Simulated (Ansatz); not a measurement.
H3BrSeSi, singlet, at a GFN2-xTB geometry, with bond 5-3 at 1.4 times its length; SC-NEVPT2/STO-3G, CASSCF(4,4) run with Ansatz (a quantum-chemistry and plane-wave program).

Here is a job for Ansatz.
Ansatz 0.2 input:
```yaml
crystal:
  periodic: [false, false, false]
  atoms:
    - {symbol: Se, position_ang: [0.35745715, 0.60512081, 0.70550420]}
    - {symbol: Br, position_ang: [-0.41199936, -1.43140313, -0.02164820]}
    - {symbol: Si, position_ang: [0.13877985, 1.70160874, -1.30820287]}
    - {symbol: H, position_ang: [0.57268371, 3.04241751, -0.94476184]}
    - {symbol: H, position_ang: [-1.82456353, 1.58776402, -1.85774201]}
    - {symbol: H, position_ang: [1.01444104, 1.03977109, -2.26912326]}
basis:
  gaussian:
    orbitals: STO-3G
magnetization: {spin_polarized: false}
correlation: {method: sc_nevpt2, electrons: all, active_space: {window: {electrons: 4, orbitals: 4}}}
```

It wrote (shortened):

```
Functional definition: HF
491 factors; integrals over basis functions are off by at most 2.2e-5 eV
mean field evaluation 1: about -141647.8567 eV, gradient 1.4e1 eV
mean field evaluation 2: about -141647.8749 eV, gradient 1.4e1 eV
mean field evaluation 4: about -141649.0731 eV, gradient 7.4e-1 eV
mean field evaluation 8: about -141649.0783 eV, gradient 1.2e-6 eV
mean field -141649.07827941 eV, -5205.5076135747 hartree, gradient 8.8e-6 eV, S^2 0.000000; 0 other end points of the search recorded, 0 dependent functions left out; unrestricted orbitals would lower it
reference -141649.07827941 eV, -5205.5076135747 hartree; 43, 43 occupied and 5, 5 virtual orbitals, 491 factors
state -141650.72009864 eV, -5205.5679493186 hartree
state -141650.72009864 eV, -5205.5679493186 hartree; corrected -141651.90023762 eV, -5205.6113186261 hartree
Total energy: -141651.90023762 eV, -5205.6113186261 hartree
```
